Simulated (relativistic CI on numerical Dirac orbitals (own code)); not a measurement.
**Hyperfine structure of Bi XXVI, mass number 209**

Calculated at this level of theory: Dirac-Coulomb-Breit CI, orbitals from a KLI potential per configuration, model QED (radiative potential, 1s self-energy scaled to tabulated hydrogen-like ionisation energies), unscaled Slater integrals (own radial code, finite nucleus).

CI space (outside the closed core [Ar] 3d10): 4s2 4p6 4d10 4f12, 4s2 4p6 4d10 4f11 5s, 4s2 4p6 4d10 4f10 5s2, 4s2 4p6 4d10 4f11 5p, 4s2 4p6 4d9 4f13, 4s2 4p6 4d10 4f10 5s 5p, 4s2 4p6 4d8 4f14, 4s2 4p5 4d10 4f13, 4s2 4p6 4d9 4f12 5s, 4s2 4p6 4d10 4f11 5f, 4s2 4p6 4d10 4f11 6s, 4s2 4p6 4d10 4f11 6p, 4s 4p6 4d10 4f13, 4s2 4p4 4d10 4f14, 4s2 4p5 4d9 4f14, 4p6 4d10 4f14. Levels of other configurations are missing.

Nuclear spin I = 9/2, μ = 4.092 μN, Q = -0.516 b (tables of Stone and Pyykkö). The electronic factors are computed for point nuclear moments, without core polarisation or the Bohr-Weisskopf and QED corrections.

```
                 Level  E (cm⁻¹)  A (MHz)  B (MHz)
4s2 4p6 4d10 4f12 3H_6       0.0     2894     3600
4s2 4p6 4d10 4f12 3F_4   10764.1     2906     -337
4s2 4p6 4d10 4f12 3H_5   42877.0     3850     3210
4s2 4p6 4d10 4f12 3F_3   57468.4     3418     -967
4s2 4p6 4d10 4f12 3P_2   88987.0     3131     -991
4s2 4p6 4d10 4f12 3H_4   94698.2     5300     2130
4s2 4p6 4d10 4f12 1I_6  103692.4     3946     7130
4s2 4p6 4d10 4f12 3P_1  111939.2   -238.8     1080
```

Levels with J = 0, under 50 % of one LS term, or S terms without an open s electron are left out. Small factors come from cancelling terms and can be off by tens of per cent or more.

At this charge transitions that keep the count of f electrons are usually good to a few per cent. Terms inside the open d or f shell come out 10 to 20 % too wide with unscaled integrals. Levels that differ in their count of f electrons can be misplaced by several ten thousand cm⁻¹, since the correlation energy of f electrons is missing or only estimated; rates across such gaps can be off by orders of magnitude.

Task: Give the hyperfine levels of 4s2 4p6 4d10 4f12 3H_6 relative to its centre of gravity.

Result: With K = F(F + 1) − I(I + 1) − J(J + 1), E = AK/2 + B[¾K(K + 1) − I(I + 1)J(J + 1)]/[2I(2I − 1)J(2J − 1)]: F = 3/2: -89740, F = 5/2: -82850, F = 7/2: -73150, F = 9/2: -60590, F = 11/2: -45120, F = 13/2: -26660, F = 15/2: -5126, F = 17/2: 19590, F = 19/2: 47610, F = 21/2: 79050 MHz.

LS names give the leading component of a level, which can be under half, so a name can repeat, a term be missing and a line seem to break the LS rules.
